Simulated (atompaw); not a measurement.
Scattering properties, PAW (atompaw) potential for praseodymium (Pr)

- Element: praseodymium
- Generator: atompaw 4.2.0.5
- Type: PAW
- Functional: LDA (PW92)
- Relativity: non-relativistic
- Frozen core: [Kr]
- Valence charge: 23
- Reference configuration: 4d10 4f3 5s2 5p6 5d0 6s0 6p0 (charge +2)
- Partial waves: 5s (bound): rc 2.95 bohr; 6s (bound, empty): rc 2.70 bohr; 5p (bound): rc 2.75 bohr; 6p (bound, empty): rc 3.00 bohr; 4d (bound): rc 0.80 bohr; 5d (bound, empty): rc 3.00 bohr; 4f (bound): rc 1.00 bohr; 4f channel at -0.7 Ry: rc 1.00 bohr
- Local potential: bessel scheme, radius 2.65 bohr
- Core correction: smooth core density matched at 1.90 bohr
- Augmentation charge: besselshape compensation charge, radius 2.25 bohr; PAW radius 3.00 bohr; waves and projectors: custom polynom vanderbiltortho

The phase is arctan(r·u′/u) with u = r·R(r), unwrapped; energies in Ry, scanned from -11 to 5 Ry. A pole is an energy at which the radial function vanishes at the test radius. The pseudo phase is shifted by a multiple of π to meet the all-electron one at the reference energy, and phase errors are pseudo minus all-electron; the curves can meet again beyond the range given. Levels narrower than the energy grid can be missing from the lists of poles.

| channel | radius (bohr) | reference energy (Ry) | poles, all-electron | poles, pseudo | unbroken range about the reference energy with phases within 0.05 rad | phase error 1 Ry above the reference energy (rad) |
| --- | --- | --- | --- | --- | --- | --- |
| s | 3.02 | -0.92 | -3.40, 2.15 | -3.40, 2.22 | below 4.7 | +0.003 |
| p | 3.02 | -0.68 | -2.24, 3.14 | -2.24, 3.23 | the whole range | +0.009 |
| d | 3.02 | -1.03 | -9.22, -0.29 | -9.22, -0.23 | below 0.6 | +0.022 |
| f | 3.02 | -1.23 | -1.18, 2.29 | -1.18, 2.40 | below 3.5 | +0.000 |

Phases in the f channel:

```csv
E (Ry),all-electron,pseudo
-11.00,1.469,1.469
-10.52,1.467,1.467
-10.04,1.464,1.464
-9.56,1.461,1.461
-9.08,1.458,1.458
-8.60,1.455,1.455
-8.12,1.452,1.452
-7.64,1.448,1.448
-7.16,1.443,1.443
-6.68,1.439,1.439
-6.20,1.433,1.433
-5.72,1.427,1.427
-5.24,1.420,1.420
-4.76,1.412,1.412
-4.28,1.403,1.403
-3.80,1.391,1.391
-3.32,1.377,1.377
-2.84,1.358,1.358
-2.36,1.332,1.332
-1.88,1.289,1.289
-1.40,1.123,1.123
-0.92,-1.846,-1.846
-0.44,-2.002,-2.002
0.04,-2.313,-2.312
0.52,-3.376,-3.360
1.00,-4.286,-4.272
1.48,-4.545,-4.534
1.96,-4.660,-4.648
2.44,-4.734,-4.718
2.92,-4.796,-4.772
3.40,-4.868,-4.826
3.88,-4.980,-4.891
4.36,-5.261,-4.993
4.84,-6.489,-5.211
```
